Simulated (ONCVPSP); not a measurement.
## Potentials for Zr (Z = 40) compared

Generated with ld1.x 7.5 (TM, RRKJ, ultrasoft, PAW), atompaw 4.2 or ONCVPSP 4.0.1. The cutoff is in Ry: for ld1.x and atompaw files where the sum of valence levels is converged to 10 mRy in a Bessel basis, for ONCV files where the hardest occupied wave has 1 mHa per electron of residual kinetic energy. The error is the largest all-electron minus pseudo excitation energy over each file’s own four to seven test configurations (ionisations up to +4, promotions, holes and added fractions of an electron), all of which were solved. The labels leave out finer settings (local radius, basis sizes, second energies), which also bear on the numbers. Spin-polarised tests are not counted. The rows are a selection from randomly drawn settings: files with unsolved tests, undetermined cutoffs or missed reference levels are left out.

A true bound ghost makes a file unfit for plane-wave use even where its test errors are small: the radial tests pick states by their node count and pass the ghost by.

| potential | cutoff (Ry) | largest error (meV) | bound ghosts |
| --- | --- | --- | --- |
| ONCV, PBE, fully relativistic, rc 2.25/2.05/1.85/1.85 (spdf), local f, core correction no, reference 4s2 4p6 4d2 5s1.75 5p0.25, qcut 5.2/7.7/5.8/5.8, projectors 3/2/3/0 | 28 | -4.6 | none |
| ONCV, PBE, scalar-relativistic, rc 2.10/2.65/2.80 (spd), local smoothed, core correction yes, reference 4s2 4p6 4d2 5s1.5 5p0.5, qcut 7.5/6/4.9, projectors 2/2/2 | 35 | -7.9 | d |
| ONCV, PBE, fully relativistic, rc 2.10/1.80/2.60 (spd), local smoothed, core correction no, reference 4s2 4p6 4d3 5s1, qcut 6.1/8.8/7.3, projectors 2/2/2 | 50 | +6.0 | none |
| ONCV, PBE, fully relativistic, rc 3.40/3.90/3.00 (spd), local smoothed, core correction yes, reference 4d2 5s1.5 5p0.5, qcut 2.3/2.3/5.2, projectors 2/2/2 | 19 | +15 | none |
| ONCV, PBE, scalar-relativistic, rc 2.35/2.05/2.35 (spd), local smoothed, core correction yes, reference 4s2 4p6 4d2 5s2, qcut 5.3/6.7/7.9, projectors 2/2/2 | 30 | -36 | none |

(1) Fill in the row for Zr: ONCV, PBE, scalar-relativistic, rc 1.95/2.05/2.00 (spd), local smoothed, core correction no, reference 4s2 4p6 4d2, qcut 6.1/7.2/4, projectors 1/3/2.

(2) Fill in the row for Zr: ONCV, BLYP, fully relativistic, rc 2.35/2.10/2.70 (spd), local smoothed, core correction yes, reference 4s2 4p6 4d2 5s2, qcut 5.1/8.2/5.7, projectors 2/2/2.

(3) Fill in the row for Zr: ONCV, LDA (Perdew-Wang 92), scalar-relativistic, rc 2.65/1.80/1.80 (spd), local smoothed, core correction yes, reference 4p6 4d2 5s2, qcut 2.9/7.8/5.7, projectors 2/1/1.

## Answers

(1) cutoff 83 Ry, largest error +1592 meV, bound ghosts: none.

(2) cutoff 22 Ry, largest error +21 meV, bound ghosts: none.

(3) cutoff 34 Ry, largest error +87 meV, bound ghosts: none.
